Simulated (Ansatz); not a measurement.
Calculated with Ansatz (gas phase, PBE0-D4/def2-TZVP geometries, no zero-point term in ΔE). CCSD(T)/CBS adds triple-zeta CCSD(T) − MP2 to the extrapolated MP2 energy (def2 sets, frozen cores). For Ge outer-core shells are correlated without core-valence functions, which leaves a few kJ/mol of doubt a bond. Scalar relativity is left out up to krypton. Each species was taken in one conformer, which may not be the lowest.

Reaction (redistribution): `N[SiH](S)CCl` + `[Cl][GeH2][Cl]` → `N[SiH](Cl)CCl` + `[SH][GeH2][Cl]`

| level | ΔE (kJ/mol) |
| --- | --- |
| HF/def2-TZVPP | -19.6 |
| CCSD(T)/def2-TZVPP | -18.3 |

Question: What does CCSD(T)/CBS give? (Best estimate.)

Answer: Ansatz gave: -19.4 kJ/mol. The listed levels differ from it by -0.2, 1.1 kJ/mol.

Largest T1 diagnostic among the species: 0.010.
